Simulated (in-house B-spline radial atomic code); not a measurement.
Successive ionisation energies of palladium; each step leads to the configuration of the next row (after the last: [He] 2s2 2p4). Dirac energy differences include first-order Breit, QED and recoil terms. NIST's values go from ground level to ground level; the uncertainty of those that are theory runs from under 0.1 % in few-electron ions to several per cent in heavy many-electron ones. Computed with a radial B-spline atomic code at the basis-set limit: Dirac-Hartree-Fock, average of the configuration, finite nuclei.

```json
{"ion": "Pd19+", "configuration": "[Ar] 3d9", "ionisation energy (eV)": "875.0", "tabulated value (eV)": "869", "tabulated kind": "tabulated theory", "computed minus tabulated (eV)": "6", "highest orbital": "3d5/2", "largest mean radius (bohr)": "0.37046"}
{"ion": "Pd20+", "configuration": "[Ar] 3d8", "ionisation energy (eV)": "939.2", "tabulated value (eV)": "933", "tabulated kind": "tabulated theory", "computed minus tabulated (eV)": "6", "highest orbital": "3d5/2", "largest mean radius (bohr)": "0.36685"}
{"ion": "Pd21+", "configuration": "[Ar] 3d7", "ionisation energy (eV)": "?", "tabulated value (eV)": "?", "tabulated kind": "tabulated theory", "computed minus tabulated (eV)": "?", "highest orbital": "?", "largest mean radius (bohr)": "?"}
{"ion": "Pd22+", "configuration": "[Ar] 3d6", "ionisation energy (eV)": "1072.5", "tabulated value (eV)": "1065", "tabulated kind": "tabulated theory", "computed minus tabulated (eV)": "7", "highest orbital": "3d5/2", "largest mean radius (bohr)": "0.36081"}
{"ion": "Pd23+", "configuration": "[Ar] 3d5", "ionisation energy (eV)": "1141.5", "tabulated value (eV)": "1145", "tabulated kind": "tabulated theory", "computed minus tabulated (eV)": "-3", "highest orbital": "3d5/2", "largest mean radius (bohr)": "0.35781"}
{"ion": "Pd24+", "configuration": "[Ar] 3d4", "ionisation energy (eV)": "?", "tabulated value (eV)": "?", "tabulated kind": "tabulated theory", "computed minus tabulated (eV)": "?", "highest orbital": "?", "largest mean radius (bohr)": "?"}
{"ion": "Pd25+", "configuration": "[Ar] 3d3", "ionisation energy (eV)": "1284.3", "tabulated value (eV)": "1290", "tabulated kind": "tabulated theory", "computed minus tabulated (eV)": "-6", "highest orbital": "3d5/2", "largest mean radius (bohr)": "0.35187"}
{"ion": "Pd26+", "configuration": "[Ar] 3d2", "ionisation energy (eV)": "1358.1", "tabulated value (eV)": "1366", "tabulated kind": "tabulated theory", "computed minus tabulated (eV)": "-8", "highest orbital": "3d5/2", "largest mean radius (bohr)": "0.34893"}
{"ion": "Pd27+", "configuration": "[Ar] 3d1", "ionisation energy (eV)": "1433.5", "tabulated value (eV)": "1438", "tabulated kind": "tabulated theory", "computed minus tabulated (eV)": "-5", "highest orbital": "3d5/2", "largest mean radius (bohr)": "0.34603"}
{"ion": "Pd28+", "configuration": "[Ne] 3s2 3p6", "ionisation energy (eV)": "1656.2", "tabulated value (eV)": "1644", "tabulated kind": "semi-empirical", "computed minus tabulated (eV)": "12", "highest orbital": "3p3/2", "largest mean radius (bohr)": "0.34314"}
{"ion": "Pd29+", "configuration": "[Ne] 3s2 3p5", "ionisation energy (eV)": "1724.6", "tabulated value (eV)": "1706.2", "tabulated kind": "semi-empirical", "computed minus tabulated (eV)": "18", "highest orbital": "3p3/2", "largest mean radius (bohr)": "0.3409"}
{"ion": "Pd30+", "configuration": "[Ne] 3s2 3p4", "ionisation energy (eV)": "1794.0", "tabulated value (eV)": "1781.3", "tabulated kind": "semi-empirical", "computed minus tabulated (eV)": "13", "highest orbital": "3p3/2", "largest mean radius (bohr)": "0.33868"}
{"ion": "Pd31+", "configuration": "[Ne] 3s2 3p3", "ionisation energy (eV)": "1864.2", "tabulated value (eV)": "1869", "tabulated kind": "semi-empirical", "computed minus tabulated (eV)": "-5", "highest orbital": "3p3/2", "largest mean radius (bohr)": "0.33649"}
{"ion": "Pd32+", "configuration": "[Ne] 3s2 3p2", "ionisation energy (eV)": "1935.3", "tabulated value (eV)": "1962", "tabulated kind": "semi-empirical", "computed minus tabulated (eV)": "-27", "highest orbital": "3p3/2", "largest mean radius (bohr)": "0.33432"}
{"ion": "Pd33+", "configuration": "[Ne] 3s2 3p1", "ionisation energy (eV)": "2007.3", "tabulated value (eV)": "2016", "tabulated kind": "semi-empirical", "computed minus tabulated (eV)": "-9", "highest orbital": "3p3/2", "largest mean radius (bohr)": "0.33219"}
{"ion": "Pd34+", "configuration": "[Ne] 3s2", "ionisation energy (eV)": "2174.0", "tabulated value (eV)": "2181", "tabulated kind": "semi-empirical", "computed minus tabulated (eV)": "-7", "highest orbital": "3s1/2", "largest mean radius (bohr)": "0.33008"}
{"ion": "Pd35+", "configuration": "[Ne] 3s1", "ionisation energy (eV)": "2248.0", "tabulated value (eV)": "2248.87", "tabulated kind": "semi-empirical", "computed minus tabulated (eV)": "-1", "highest orbital": "3s1/2", "largest mean radius (bohr)": "0.32773"}
{"ion": "Pd36+", "configuration": "[He] 2s2 2p6", "ionisation energy (eV)": "?", "tabulated value (eV)": "?", "tabulated kind": "semi-empirical", "computed minus tabulated (eV)": "?", "highest orbital": "?", "largest mean radius (bohr)": "?"}
{"ion": "Pd37+", "configuration": "[He] 2s2 2p5", "ionisation energy (eV)": "5530.7", "tabulated value (eV)": "5475", "tabulated kind": "semi-empirical", "computed minus tabulated (eV)": "56", "highest orbital": "2p3/2", "largest mean radius (bohr)": "0.134"}
```

(1) Fill in the row of Pd21+.

(2) Fill in the row of Pd24+.

(3) Fill in the row of Pd36+.

(4) Where is the largest jump?

Where a p, d or f electron is removed, the computed value is a mean over both j, so it misses the tabulated one by a part of the spin-orbit splitting; averaging over terms and missing correlation add to the gap, relatively most at low charge.

## Answers

(1) ionisation energy (eV): 1005.0; tabulated value (eV): 1000; computed minus tabulated (eV): 5; highest orbital: 3d5/2; largest mean radius (bohr): 0.36382.

(2) ionisation energy (eV): 1212.1; tabulated value (eV): 1218; computed minus tabulated (eV): -6; highest orbital: 3d5/2; largest mean radius (bohr): 0.35483.

(3) ionisation energy (eV): 5332.2; tabulated value (eV): 5284; computed minus tabulated (eV): 48; highest orbital: 2p3/2; largest mean radius (bohr): 0.13494.

(4) From Pd35+ to Pd36+, by a factor of 2.37 (2248 to 5332.2 eV); the highest orbital goes from 3s1/2 to 2p3/2.
